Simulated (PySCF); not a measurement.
SMILES C#CCF, PBE0/def2-SVP optimised geometry.

```
7

C      1.05    -0.39     0.00
C     -0.16    -0.37     0.00
C     -1.61    -0.37     0.00
F     -2.13     0.90     0.00
H      2.13    -0.40     0.00
H     -1.99    -0.90    -0.89
H     -1.99    -0.90     0.89
```

Density from PySCF with PBE0/def2-TZVP at that geometry.

Minimum of the electron density along straight lines between bonded atoms, close to the bond critical point (lines longer than 1.1 times the sum of covalent radii, or with two minima, are not listed):

```csv
bond,length / Å,ρ at the minimum / e bohr⁻³,∇²ρ there / e bohr⁻⁵,position (fraction from the first atom)
C1–C2,1.210,?,-1.14,0.49
C2–C3,1.459,0.278,?,0.52
C3–F4,1.369,0.254,?,0.34
C1–H5,1.075,0.284,-1.04,0.67
C3–H6,1.104,0.281,-0.99,0.65
C3–H7,1.104,0.281,-0.99,0.65
```

Question: Fill in the missing entries.

Answer: 
- C1–C2, ρ at the minimum / e bohr⁻³: 0.409
- C2–C3, ∇²ρ there / e bohr⁻⁵: -0.79
- C3–F4, ∇²ρ there / e bohr⁻⁵: -0.22
